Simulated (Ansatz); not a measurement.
Consider the cleavage of the In–Si bond: `[F][In]([F])[SiH3]` + CH₃SH → `C[S][In]([F])[F]` + SiH₄.

Program: Ansatz. Geometries: PBE0-D4/def2-TZVP. ΔE: electronic, gas phase. CBS: MP2 limit from def2 TZ/QZ plus the TZ coupled-cluster correction, frozen cores. This one scheme is used for every species. Functionals use def2-TZVPP. HSE06 is defined as in plane-wave codes. def2 core potentials past Kr. For In outer-core shells are correlated without core-valence functions, which leaves a few kJ/mol of doubt a bond. One conformer a species, not always the lowest.

**Question.** Is it downhill or uphill in electronic energy at CCSD(T)/CBS, and by how much? (An estimate is asked.)

**Answer.** Ansatz gave: Downhill: ΔE = -28.4 kJ/mol.

**Question.** What do these levels give: r2SCAN-D4, B97M-V, BHLYP-D4, B2PLYP, PBE-QIDH, revPBE, HSE06, CAM-B3LYP, LC-ωPBE, CCSD/def2-SVP, SCS-MP2/def2-QZVPP, MP2/CBS(def2)? (Best estimate.)

**Answer.** Ansatz gave: r2SCAN-D4 -25.5, B97M-V -28.2, BHLYP-D4 -28.5, B2PLYP -26.6, PBE-QIDH -25.8, revPBE -17.2, HSE06 -19.0, CAM-B3LYP -21.9, LC-ωPBE -20.6, CCSD/def2-SVP -28.8, SCS-MP2/def2-QZVPP -32.3, MP2/CBS(def2) -32.0 kJ/mol.

Largest T1 diagnostic among the species: 0.016.

The D4 term adds −4.2 kJ/mol with B3LYP and −2.2 kJ/mol with PBE0; it sums over pairs of atoms, weighted by their polarisabilities, and B3LYP, whose exchange is more repulsive, gets the larger term. From BLYP to BHLYP (50 % exact exchange), in def2-TZVPP and without D4, ΔE moves by −4.4 kJ/mol. Leaving LDA and LC-ωPBE aside and taking each functional with its dispersion term where it has one, the values, not all of them listed here, spread over 9.0 kJ/mol, from BHLYP-D4 to PBE-D4.

B3LYP here is the variant with VWN-RPA as its local correlation; programs differ in this.
